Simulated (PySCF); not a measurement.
C₂H₇BO₃, SMILES OB(O)[C@@H](O)C. The structure is a stationary point at PBE-D3(BJ)/def2-SVP. The structure was generated by enumeration; whether it is a known compound was not checked. Other conformers were not sampled.

Computed equilibrium geometry at PBE-D3(BJ)/def2-SVP (PySCF confirms it by a frequency run) as a Z-matrix (one conformer of several):
```
C
H 1 1.1197
O 1 1.4399 2 110.30
H 3 0.9741 1 108.87 2 -65.78
C 1 1.5301 2 108.52 3 -123.22
H 5 1.1085 1 110.67 2 -60.36
H 5 1.1094 6 108.10 1 121.50
H 5 1.1125 6 107.60 7 116.15
B 1 1.5983 2 108.29 3 114.07
O 9 1.3671 1 118.71 2 -118.80
H 10 0.9835 9 106.14 1 0.16
O 9 1.3687 10 121.41 11 179.65
H 12 0.9752 9 110.76 10 0.27
```
Charge 0, spin multiplicity 1.
